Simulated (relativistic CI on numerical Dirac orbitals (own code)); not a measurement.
**Hyperfine structure of Ir⁶⁹⁺, mass number 193**

Method of calculation: Dirac-Coulomb-Breit CI, KLI orbitals optimised for each configuration, a model potential for QED, unscaled Slater integrals (own radial code, finite nucleus).

Configurations in the expansion (outside the closed core 1s2): 2s2 2p4, 2s 2p5, 2p6, 2p5 3s, 2s2 2p3 3s, 2p5 3p, 2p5 3d, 2s2 2p3 3p, 2s2 2p3 3d, 2s 2p4 3s, 2s 2p4 3p, 2s 2p4 3d, 2s2 2p3 4s, 2s2 2p3 4p, 2s2 2p3 4d, 2s2 2p3 4f. Levels of other configurations are missing.

Nuclear spin I = 3/2, μ = 0.163 μN, Q = 0.751 b (tables of Stone and Pyykkö). The electronic factors are computed for point nuclear moments, without core polarisation or the Bohr-Weisskopf and QED corrections.

```csv
Level,E (10³ cm⁻¹),A (GHz),B (GHz)
2s2 2p4 3P_2,0.0,102.5,63.8
2s2 2p4 3P_1,13580.8,-117.5,-703
2s2 2p4 1D_2,13733.5,324.6,-1470
2s 2p5 3P°_2,17087.8,841,-1400
2s 2p5 1P°_1,17813.0,-634.4,-604
2s 2p5 3P°_1,31094.0,2020,-99.4
```

Levels with J = 0, under 50 % of one LS term, or S terms without an open s electron are left out. Small factors come from cancelling terms and can be off by tens of per cent or more.

At this charge energies of transitions that change n are usually good to better than 1 %, and those within a shell (Δn = 0) to a few per cent.

Question: Give the hyperfine levels of 2s2 2p4 3P_1 relative to its centre of gravity.

Answer: With K = F(F + 1) − I(I + 1) − J(J + 1), E = AK/2 + B[¾K(K + 1) − I(I + 1)J(J + 1)]/[2I(2I − 1)J(2J − 1)]: F = 1/2: -585.2, F = 3/2: 820.6, F = 5/2: -352 GHz.

LS names give the leading component of a level, which can be under half, so a name can repeat, a term be missing and a line seem to break the LS rules.
